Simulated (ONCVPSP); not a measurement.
hafnium: one change to an ONCV potential, before and after

ONCVPSP 4.0.1 input, shortened (lines: element, Z, core and valence counts, functional; n l f; lmax; l rc ep ncon nbas qcut; lloc lpopt rc5 dvloc0; l nproj debl; icmod fcfact rcfact), PBEsol, scalar-relativistic:

```
  Hf 72.00   10    5  -116133      upf
    1    0    2.00
    2    0    2.00
    2    1    6.00
    3    0    2.00
    3    1    6.00
    3    2   10.00
    4    0    2.00
    4    1    6.00
    4    2   10.00
    4    3   14.00
    5    0    2.00
    5    1    6.00
    5    2    2.00
    6    0    1.00
    6    1    1.00
    2
    0    1.70    0.00    4    8    6.70
    1    2.50    0.00    5    9    5.20
    2    2.70    0.00    4    9    6.50
    4    5    1.50    0.00
    0    2    1.50
    1    2    0.70
    2    2    2.10
    0    0.00    0.00
```

All-electron outer shells of the reference configuration (PBEsol, scalar-relativistic, ld1.x):

```tsv
shell	level (eV)	outermost node (bohr)	outermost maximum (bohr)
4d	-207.99	0.23	0.47
5s	-68.53	0.55	1.01
5p	-37.07	0.60	1.16
4f	-18.34	–	0.45
6s	-6.03	1.36	2.85
5d	-3.91	0.67	1.67
6p	-2.06	1.65	3.95
```

Change: local potential polynomial inside 1.10 bohr (lpopt 5, dvloc0 2 Ha).

Cutoffs: the cutoffs (Ha) at which the residual kinetic energy of the hardest occupied pseudo-wave falls to 1 and 0.1 mHa per electron; they do not see the model core or the augmentation charge, which bear on the density cutoff. Errors are all-electron minus pseudo energies relative to the spin-unpolarised reference configuration.

Question: Predict the effect on cutoff, ghosts and configuration errors.

Answer: The potential gets neither clearly harder nor softer (17 Ha and 20 Ha → 17 Ha and 20 Ha); the errors of the 3 common tests hardly move; the range in which the s phases agree narrows (upper end at the end of the scan → 3.0); neither file shows a bound ghost.

| quantity | base | changed |
| --- | --- | --- |
| cutoff, loose | 17 Ha | 17 Ha |
| cutoff, tight | 20 Ha | 20 Ha |
| bound ghosts | none | none |
| GHOST(+) flags under 300 eV | s at 224.5 eV | s at 92.5 eV |
| tests with a reliable result | 3 of 4 | 3 of 4 |
| error for 5s2 5p6 5d2 6s2 6p0, meV [ΔE -3.86 eV] | +2.1 | +2.1 |
| error for 5s2 5p6 5d2 6s1 6p0, meV [ΔE 4.15 eV] | -1.6 | -1.6 |
| error for 5s2 5p6 5d2 6s0 6p0, meV [ΔE 18.31 eV] | +2.5 | +2.5 |
| s: phases at 1.73 bohr within 0.05 rad from the reference energy up to (Ha; the scan ends near 5) | to the end of the scan | 3.0 |
| p: phases at 2.53 bohr within 0.05 rad from the reference energy up to (Ha; the scan ends near 5) | 3.8 | 3.6 |
| d: phases at 2.74 bohr within 0.05 rad from the reference energy up to (Ha; the scan ends near 5) | 4.7 | 4.8 |
